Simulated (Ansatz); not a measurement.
Mulliken charges of CH4Cl2GeOS (`C[O][Ge]([SH])([Cl])[Cl]`) from ωB97M-V/def2-TZVPP in Ansatz (PBE0-D4/def2-TZVP geometry).

| atom | x (Å) | y (Å) | z (Å) | charge (e) |
| --- | --- | --- | --- | --- |
| C1 | 0.226 | -1.566 | 0.392 | -0.176 |
| O2 | -0.752 | -0.673 | -0.113 | -0.371 |
| Ge3 | -0.492 | 1.054 | 0.026 | 0.717 |
| S4 | 1.329 | 1.749 | -0.986 | -0.221 |
| Cl5 | -2.265 | 1.904 | -0.770 | -0.221 |
| Cl6 | -0.265 | 1.596 | 2.079 | -0.237 |
| H7 | -0.100 | -2.575 | 0.136 | 0.131 |
| H8 | 1.209 | -1.388 | -0.056 | 0.117 |
| H9 | 0.313 | -1.490 | 1.481 | 0.123 |
| H10 | 0.880 | 1.338 | -2.186 | 0.138 |

Q: By hand: the dipole of these point charges (1 e Å = 4.8032 D).

A: Σ q r = (0.444, -0.403, -0.221) e Å, of length 0.639 e Å = 3.07 D.

Q: How does the dipole of the full density compare? (Estimate.)

A: Computed: (0.306, -0.258, -0.169) e Å, 2.09 D; the point charges give 1.47 times that, at 3° from its direction.

Point charges leave out the atoms' own dipoles, such as those of lone pairs, and Mulliken's split depends on the basis, so the two needn't agree.
